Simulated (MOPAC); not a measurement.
MOPAC input (AM1):

```
AM1 PRECISE GNORM=0.05 LET XYZ GEO-OK AUX(PRECISION=9) THREADS=1
CClF

F    -1.46765236 1   -0.29091169 1    0.03213502 1
C    -0.59791644 1    0.67053518 1   -0.01923397 1
Cl    0.98802176 1   -0.08264740 1   -0.01022420 1
```

**Question.** What heat of formation does the run end on?

**Answer.** -3.82 kcal/mol.
